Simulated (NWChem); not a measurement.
InAsH4; SMILES [AsH2][InH2]

def2 effective core potentials on In; no spin-orbit coupling.

### Question
Give the equilibrium geometry at PBE0/def2-SVP with def2 effective core potentials on In (NWChem) as a Z-matrix, with the point group.

### Answer
point group Cs; any orientation.
```
In
H 1 1.7352
H 1 1.7352 2 121.63
As 1 2.6056 2 119.12 3 -176.21
H 4 1.5258 1 91.78 2 -45.31
H 4 1.5259 5 93.07 1 91.87
```
